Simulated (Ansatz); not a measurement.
Molecule: GeF4, charge 0, multiplicity 1. SMILES: [F][Ge]([F])([F])[F]
Geometry: optimised at B3LYP-D3(BJ)/def2-TZVP (Ansatz, a quantum-chemistry and plane-wave program).

Parts of the frozen-core correlation energy in STO-3G (Ansatz, hartree). Frozen orbitals: 18; correlated occupied orbitals by spin: 16 and 16; virtual: 4 and 4. Spin-orbit coupling is left out. Non-relativistic.

```
term                             value
-------------------------  -----------
reference (HF)             -2443.95379
MP2 opposite-spin                  [?]
MP2 same-spin                      [?]
CCSD correlation              -0.11186
(T)                                [?]
FCI minus CCSD(T)             -0.00170
T1 diagnostic                    0.012
largest doubles amplitude        0.045
```

Question: Fill in the missing entries.

Answer: 
- MP2 opposite-spin, value: -0.07588
- MP2 same-spin, value: -0.01605
- (T), value: -0.00765
